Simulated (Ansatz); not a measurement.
Pulling on the Mg1–H2 bond in BrHMg (SMILES [MgH][Br]) (multiplicity 1 held, fragments rigid). Energies count from the point at 1.681 Å.
Geometry at that point (charge 0, multiplicity 1):
```xyz
3

Mg     0.0000     0.0000    -1.6767
H      0.0000     0.0000    -3.3577
Br     0.0000     0.0000     0.6708
```

R- and RO- levels are restricted; in cc, def2 and unpolarised 6-31G sets they are followed outwards from rest. U- levels take the lowest unrestricted solution at each point, which mixes spins at long bonds. Active spaces are followed from a long bond inwards. Curves can end on different states.

Frozen-core correlation. Filled d and f shells under p-block atoms count as core.

Run with Ansatz (Gaussian orbitals). Values without a source in brackets are computed.

Energies in kcal/mol.

```csv
R (Å),U-MP2/def2-SVPD,R-SCS-MP2/def2-SVPD,R-CCSD(T)/def2-SVPD,"CASSCF(2,2)/def2-SVPD","FIC-MRCISD+Q on CASSCF(2,2)/def2-SVPD"
1.345,21.0,21.0,21.1,22.3,21.0
1.513,4.3,4.3,4.5,5.1,4.4
1.681,0.0,0.0,0.0,0.0,0.0
1.849,2.5,2.5,2.2,1.5,2.2
2.017,…,8.5,7.8,6.4,7.8
2.269,20.8,20.6,18.9,16.4,18.9
2.522,…,33.7,30.5,26.9,30.5
2.942,54.6,54.0,47.1,41.9,47.2
3.362,60.5,70.5,58.2,51.6,58.3
3.866,62.9,84.3,64.3,57.3,65.1
4.539,63.8,92.9,65.5,59.7,67.9
5.379,…,90.6,64.6,60.2,68.7
```

Some entries are withheld; supply them.


- 2.522, U-MP2/def2-SVPD: 39.0
- 5.379, U-MP2/def2-SVPD: 64.0
- 2.017, U-MP2/def2-SVPD: 8.6

Doubts at one or more of the structures used: a spin-contaminated determinant (U-MP2/def2-SVPD); a restricted determinant that unrestricted orbitals would lower (R-SCS-MP2/def2-SVPD, R-CCSD(T)/def2-SVPD); T1 above 0.05 (R-CCSD(T)/def2-SVPD); other coupled-cluster roots lie near (R-CCSD(T)/def2-SVPD).

Ansatz is a program for electronic structure.
